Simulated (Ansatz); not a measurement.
**A ladder of methods for InCl (SMILES [Cl][In])**

InCl: 2 atoms, total charge 0, spin state singlet. As SMILES, `[Cl][In]`. The shape comes from GFN2-xTB, which is rough for such elements, and wasn't checked as a minimum.

```xyz
2

Cl    0.0000    0.0000    0.0000
In    0.0000    0.0000    2.3857
```

Quantity: the vertical energy of the triplet above the singlet, in eV. The values are calculated.

```tsv
level	kind	program	value (eV)	less FCI/STO-3G	CPU time (all runs)
HF/STO-3G	Hartree–Fock	Ansatz	2.25	-0.68	1 s
SVWN5/STO-3G	LDA	Ansatz	3.05	+0.12	4.1 s
PBE/STO-3G	GGA	Ansatz	2.96	+0.03	6.4 s
B3LYP/STO-3G	global hybrid	Ansatz	3.11	+0.18	4.7 s
CAM-B3LYP/STO-3G	range-separated hybrid	Ansatz	3.03	+0.10	4.7 s
B2PLYP/STO-3G	double hybrid	Ansatz	3.06	+0.13	4.9 s
RPA@PBE/STO-3G	RPA	Ansatz	3.15	+0.22	8.3 s
BCCD(T)/STO-3G	coupled cluster or CI	Ansatz	2.93	0.00	1.7 s
FCI/STO-3G	exact in the basis	Ansatz	2.93	0.00	2 s
```

FCI/STO-3G is exact within its basis and frozen core, so for wave-function methods in that basis the difference is their error; functionals converge differently with the basis, so for them it is only a difference. All-electron rows without a relativistic Hamiltonian named are non-relativistic. Spin-orbit coupling, which can split open shells on such heavy atoms by tenths of an eV, is left out. The values span 2.25 to 3.15 eV. All rows use very small basis sets, so none should be taken for the real molecule's value. In the correlated wave-function rows the outer d shell of In is correlated, in sets not made for it. In so small a basis fixed costs decide the times, and correlated methods can beat functionals. Times are those of the runs behind each value, whatever else they computed, on shared processors of several kinds: orders of magnitude only.
